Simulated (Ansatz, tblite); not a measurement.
Cost and result up the ladder for Si4Ge6 (the lowest singlet isomer of a short search) (10 atoms). The state is a singlet with charge 0. Geometry: PBE-D4/def2-SVP.

Cartesian coordinates in Å:
```
Si 0.9151 0.2222 -1.3799
Si 1.5083 0.2126 1.2372
Si 0.9295 -1.8603 0.2073
Si 1.2109 2.2220 -0.2182
Ge -0.2523 0.7628 2.9409
Ge -1.5811 -1.0731 -0.9622
Ge -1.2411 1.4340 -1.8413
Ge -0.9862 -1.2613 1.5716
Ge -1.0940 1.4220 0.6303
Ge 0.5909 -2.0809 -2.1858
```

Ansatz on 4 threads of Intel Xeon on a shared host; xTB runs through tblite on one thread. Times are rough, summed over both states, and most runs start from the orbitals of an earlier one. PBE0-D4/def2-SVP serves as the yardstick here, not as an exact answer. The other state is a doublet.

The xTB rows come from tblite. The structure comes from a short search, and lower isomers may exist.

Raw xTB energies of ions are shifted by several eV.

```json
{"level": "GFN1-xTB", "functions": "90", "wall time": "0.27 s", "vertical IE (eV)": "11.15", "difference from PBE0-D4/def2-SVP (eV)": "3.74"}
{"level": "GFN2-xTB", "functions": "90", "wall time": "0.56 s", "vertical IE (eV)": "8.99", "difference from PBE0-D4/def2-SVP (eV)": "1.57"}
{"level": "PBE-D4/def2-SVP", "functions": "264", "wall time": "55 s", "vertical IE (eV)": "7.26", "difference from PBE0-D4/def2-SVP (eV)": "-0.15"}
{"level": "PBE0-D4/def2-SVP", "functions": "264", "wall time": "3.3 min", "vertical IE (eV)": "7.42", "difference from PBE0-D4/def2-SVP (eV)": "0.00"}
```
